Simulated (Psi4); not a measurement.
Psi4 input (wB97X-D/6-31G*):

```
memory 1500 MB

molecule {
-1 1
F     2.08191400    0.10832400    0.08736000
C     0.74397200   -0.14225100    0.12532100
N     0.25676000   -1.19755000    0.64047200
C    -1.16938800   -1.24966300    0.56914000
C    -1.64417600   -0.13312000   -0.04425400
S    -0.34102200    1.02492400   -0.55651800
H    -2.66064400    0.15934900   -0.26649900
symmetry c1
no_reorient
no_com
}

set {
  basis 6-31G*
  reference rks
  scf_type pk
  dft_radial_points 99
  dft_spherical_points 590
  e_convergence 1e-8
  d_convergence 1e-7
  maxiter 150
}

e = energy('wb97x-d')
print_out(f'\nFINAL {e:.10f} DIPOLE {variable("CURRENT DIPOLE")[0]:.6f} {variable("CURRENT DIPOLE")[1]:.6f} {variable("CURRENT DIPOLE")[2]:.6f}\n')
```

Output:

```
   => Loading Basis Set <=

    Name: 6-31G*
    Role: ORBITAL
    Keyword: BASIS
    atoms 1      entry F          line   162 file 6-31gs.gbs
    atoms 2, 4-5 entry C          line   111 file 6-31gs.gbs
    atoms 3      entry N          line   128 file 6-31gs.gbs
    atoms 6      entry S          line   316 file 6-31gs.gbs
    atoms 7      entry H          line    44 file 6-31gs.gbs

   => WB97X-D: Empirical Dispersion <=

    Chai and Head-Gordon Dispersion Correction
    Chai, J.-D.; Head-Gordon, M. (2010), J. Chem. Phys., 132: 6615-6620

        s6 =       1.000000

         ---------------------------------------------------------
                                   SCF
               by Justin Turney, Rob Parrish, Andy Simmonett
                          and Daniel G. A. Smith
                              RKS Reference
         ---------------------------------------------------------

  ==> Geometry <==

    Molecular point group: c1
    Full point group: C1

    Geometry (in Angstrom), charge = -1, multiplicity = 1:

       Center              X                  Y                   Z               Mass
    ------------   -----------------  -----------------  -----------------  -----------------
         F            2.081914000000     0.108324000000     0.087360000000    18.998403162730
         C            0.743972000000    -0.142251000000     0.125321000000    12.000000000000
         N            0.256760000000    -1.197550000000     0.640472000000    14.003074004430
         C           -1.169388000000    -1.249663000000     0.569140000000    12.000000000000
         C           -1.644176000000    -0.133120000000    -0.044254000000    12.000000000000
         S           -0.341022000000     1.024924000000    -0.556518000000    31.972071174400
         H           -2.660644000000     0.159349000000    -0.266499000000     1.007825032230

  Running in c1 symmetry.

  Rotational constants: A =      0.18262  B =      0.11210  C =      0.06946 [cm^-1]
  Rotational constants: A =   5474.88516  B =   3360.72123  C =   2082.43351 [MHz]
  Nuclear repulsion =  262.766713807440794

  Charge       = -1
  Multiplicity = 1
  Electrons    = 52
  Nalpha       = 26
  Nbeta        = 26

  ==> Algorithm <==

  SCF Algorithm Type is PK.
  DIIS enabled.
  MOM disabled.
  Fractional occupation disabled.
  Guess Type is SAD.
  Energy threshold   = 1.00e-08
  Density threshold  = 1.00e-07
  Integral threshold = 1.00e-12

  ==> Primary Basis <==

  Basis Set: 6-31G*
    Blend: 6-31G*
    Number of shells: 40
    Number of basis functions: 96
    Number of Cartesian functions: 96
    Spherical Harmonics?: false
    Max angular momentum: 2

  ==> DFT Potential <==

   => LibXC <=

    Version 7.1.2
    S. Lehtola, C. Steigemann, M. J. T. Oliveira, and M. A. L. Marques,  SoftwareX 7, 1–5 (2018) (10.1016/j.softx.2017.11.002)

   => Composite Functional: WB97X-D <=

    wB97X-D Hyb-GGA Exchange-Correlation Functional

    J.-D. Chai and M. Head-Gordon,  Phys. Chem. Chem. Phys. 10, 6615–6620 (2008) (10.1039/B810189B)

    Deriv               =              1
    GGA                 =           TRUE
    Meta                =          FALSE

    Exchange Hybrid     =           TRUE
    MP2 Hybrid          =          FALSE

   => Exchange-Correlation Functionals <=

    1.0000   wB97X-D range-separated functional

   => Exact (HF) Exchange <=

    0.7780            HF,LR [omega = 0.2000]
    0.2220               HF

   => LibXC Density Thresholds  <==

    XC_HYB_GGA_XC_WB97X_D:  1.00E-14

   => Molecular Quadrature <=

    Radial Scheme          =       TREUTLER
    Pruning Scheme         =           NONE
    Nuclear Scheme         =       TREUTLER

    Blocking Scheme        =         OCTREE
    BS radius alpha        =              1
    Pruning alpha          =              1
    Radial Points          =             99
    Spherical Points       =            590
    Total Points           =         382938
    Total Blocks           =           2799
    Max Points             =            256
    Max Functions          =             94
    Weights Tolerance      =       1.00E-15

  ==> Integral Setup <==

  Using in-core PK algorithm.
   Calculation information:
      Number of atoms:                   7
      Number of AO shells:              40
      Number of primitives:            106
      Number of atomic orbitals:        96
      Number of basis functions:        96

      Integral cutoff                 1.00e-12
      Number of threads:                 1

  Performing in-core PK
  Using 32524488 doubles for integral storage.
  We computed 305629 shell quartets total.
  Whereas there are 336610 unique shell quartets.

  Computing range-separated integrals for PK
  We computed 305629 wK shell quartets total.
  Whereas there are 336610 wK unique shell quartets.

  ==> DiskJK: Disk-Based J/K Matrices <==

    J tasked:                  Yes
    K tasked:                  Yes
    wK tasked:                 Yes
    Omega:               2.000E-01
    Schwarz Cutoff:          1E-12


  Cached 33.3% of DFT collocation blocks in 0.283 [GiB].

  Minimum eigenvalue in the overlap matrix is 2.7385723834E-03.
  Reciprocal condition number of the overlap matrix is 3.8348774553E-04.
    Using symmetric orthogonalization.

  ==> Pre-Iterations <==

  SCF Guess: Superposition of Atomic Densities via on-the-fly atomic UHF (no occupation information).

   -------------------------
    Irrep   Nso     Nmo
   -------------------------
     A         96      96
   -------------------------
    Total      96      96
   -------------------------

  ==> Iterations <==

                        Total Energy        Delta E     RMS |[F,P]|

   @RKS iter SAD:  -666.97745775492831   -6.66977e+02   0.00000e+00
   @RKS iter   1:  -667.24465794541425   -2.67200e-01   7.50688e-03 ADIIS/DIIS
   @RKS iter   2:  -666.91344910032490    3.31209e-01   1.15100e-02 ADIIS/DIIS
   @RKS iter   3:  -667.51141978369265   -5.97971e-01   1.49248e-03 ADIIS/DIIS
   @RKS iter   4:  -667.52037660037490   -8.95682e-03   6.28996e-04 ADIIS/DIIS
   @RKS iter   5:  -667.52212448187402   -1.74788e-03   2.15078e-04 ADIIS/DIIS
   @RKS iter   6:  -667.52240426644789   -2.79785e-04   5.06386e-05 DIIS
   @RKS iter   7:  -667.52243925953326   -3.49931e-05   1.99055e-05 DIIS
   @RKS iter   8:  -667.52244741935704   -8.15982e-06   8.48264e-06 DIIS
   @RKS iter   9:  -667.52244899594928   -1.57659e-06   2.77112e-06 DIIS
   @RKS iter  10:  -667.52244911771027   -1.21761e-07   6.01996e-07 DIIS
   @RKS iter  11:  -667.52244912396441   -6.25414e-09   3.13268e-07 DIIS
   @RKS iter  12:  -667.52244912471565   -7.51243e-10   1.43230e-07 DIIS
   @RKS iter  13:  -667.52244912489596   -1.80307e-10   2.18051e-08 DIIS
  Energy and wave function converged.

  ==> Post-Iterations <==

   Electrons on quadrature grid:
      Ntotal   =   51.9999999442 ; deviation = -5.580e-08

    Orbital Energies [Eh]
    ---------------------

    Doubly Occupied:

       1A    -88.874718     2A    -24.673121     3A    -14.246971
       4A    -10.237054     5A    -10.107435     6A    -10.062192
       7A     -7.895182     8A     -5.844040     9A     -5.841027
      10A     -5.837327    11A     -1.156925    12A     -0.847725
      13A     -0.685356    14A     -0.607818    15A     -0.495331
      16A     -0.458526    17A     -0.389737    18A     -0.382469
      19A     -0.355965    20A     -0.282850    21A     -0.268649
      22A     -0.268439    23A     -0.162590    24A     -0.159025
      25A     -0.100678    26A     -0.048496

    Virtual:

      27A      0.262268    28A      0.274287    29A      0.353558
      30A      0.366927    31A      0.403284    32A      0.413632
      33A      0.528656    34A      0.566085    35A      0.579070
      36A      0.618145    37A      0.642108    38A      0.663955
      39A      0.741427    40A      0.811457    41A      0.821722
      42A      0.831787    43A      0.855377    44A      0.906015
      45A      0.947596    46A      0.955965    47A      0.979744
      48A      1.031756    49A      1.055151    50A      1.083419
      51A      1.102353    52A      1.140205    53A      1.155810
      54A      1.187861    55A      1.208699    56A      1.240829
      57A      1.272537    58A      1.313047    59A      1.363961
      60A      1.447825    61A      1.486362    62A      1.507350
      63A      1.617630    64A      1.669056    65A      1.706876
      66A      1.760319    67A      1.798344    68A      1.897879
      69A      1.950773    70A      2.052668    71A      2.072190
      72A      2.118541    73A      2.120240    74A      2.191527
      75A      2.248129    76A      2.295881    77A      2.369506
      78A      2.484320    79A      2.487755    80A      2.527639
      81A      2.617864    82A      2.717508    83A      2.754719
      84A      2.776283    85A      2.816138    86A      2.859957
      87A      3.027192    88A      3.232214    89A      3.292243
      90A      3.402279    91A      4.208855    92A      4.223861
      93A      4.382217    94A      4.578239    95A      4.663817
      96A      5.162555

    Final Occupation by Irrep:
              A
    DOCC [    26 ]
    NA   [    26 ]
    NB   [    26 ]

  @RKS Final Energy:  -667.52244912489596

   => Energetics <=

    Nuclear Repulsion Energy =            262.7667138074407944
    One-Electron Energy =               -1450.8501486096192821
    Two-Electron Energy =                 563.1536934296832442
    DFT Exchange-Correlation Energy =     -42.5915438726516484
    Empirical Dispersion Energy =          -0.0011638797490270
    VV10 Nonlocal Energy =                  0.0000000000000000
    Total Energy =                       -667.5224491248959566

Computation Completed

Properties will be evaluated at   0.000000,   0.000000,   0.000000 [a0]

Properties computed using the SCF density matrix

 Multipole Moments:

 ------------------------------------------------------------------------------------
     Multipole            Electronic (a.u.)      Nuclear  (a.u.)        Total (a.u.)
 ------------------------------------------------------------------------------------

 L = 1.  Multiply by 2.5417464519 to convert [e a0] to [Debye]
 Dipole X            :          0.7859068           -0.0000038            0.7859031
 Dipole Y            :          1.4691383           -0.0000094            1.4691288
 Dipole Z            :         -0.7097326           -0.0000019           -0.7097345
 Magnitude           :                                                    1.8109959

 ------------------------------------------------------------------------------------

FINAL -667.5224491249 DIPOLE 0.785903 1.469129 -0.709734

*** Psi4 exiting successfully. Buy a developer a beer!
```

The dipole moment of an ion depends on the origin.

The geometry given is a B3LYP-D3(BJ)/def2-TZVP minimum.
